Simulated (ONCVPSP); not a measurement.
# Fe (Z = 26), ONCV: configuration errors across variants

```
Element                 : iron (Fe)
Generator               : ONCVPSP 4.0.1
Type                    : optimised norm-conserving Vanderbilt (ONCV)
Functional              : LDA (Perdew-Wang 92)
Relativity              : scalar-relativistic
Frozen core             : [Ne]
Valence charge          : 16
Reference configuration : 3s2 3p6 3d6 4s2
Partial waves           : 3s+4s: rc 1.20 bohr, ncon 4, nbas 7, qcut 9.3 1/bohr, 3 projectors, debl 3.3 Ha; 3p: rc 1.15 bohr, ncon 4, nbas 7, qcut 13.9 1/bohr, 1 projector; 3d: rc 1.35 bohr, ncon 4, nbas 9, qcut 11.4 1/bohr, 1 projector
Local potential         : polynomial inside 0.90 bohr (lpopt 2, dvloc0 2 Ha)
Core correction         : Teter function, fcfact 4, rcfact 1.75
```

All-electron excitation energies from the reference (eV): (1) 3s2 3p6 3d6 4s1 8.974; (2) 3s2 3p6 3d6 4s0 25.459; (3) 3s2 3p6 3d5 4s0 59.993; (4) 3s2 3p6 3d6 4s0 4p2 8.611.

2 further variants failed, have other tests or another functional or relativity, and are left out.

Errors AE − PS in meV (a dash: test not solved or not reliable):

| change | (1) | (2) | (3) | (4) | bound ghosts | GHOST(+) flags above zero |
| --- | --- | --- | --- | --- | --- | --- |
| base | +0.1 | +2.1 | -10 | +13 | none | none |
| s: rc 1.78 | -0.3 | 0.0 | -13 | +12 | none | none |
| core correction Teter function fitted to the true core (icmod 2), fcfact 0.65 | +0.1 | +2.2 | -9.9 | +13 | none | none |
| s: qcut 9.4; p: qcut 14.1; d: qcut 11.5 | +0.1 | +2.1 | -10 | +13 | none | none |
| core correction Teter function, fcfact 4, rcfact 1.14 | +0.1 | +2.4 | -9.9 | +13 | none | none |
| all radii but the core radius scaled by about 1.06 (s 1.28, p 1.22, d 1.44 bohr); local potential polynomial inside 0.96 bohr (lpopt 2, dvloc0 2 Ha) | +0.2 | +2.4 | -12 | +0.5 | none | none |
| core correction Teter function, fcfact 5.3, rcfact 1.75 | +0.1 | +2.0 | -11 | +13 | none | none |

Problem. Give the same row for: d: rc 1.08.

Solution. -0.2, +0.7, -10, +13; bound ghosts: none; GHOST(+) flags above zero: none.
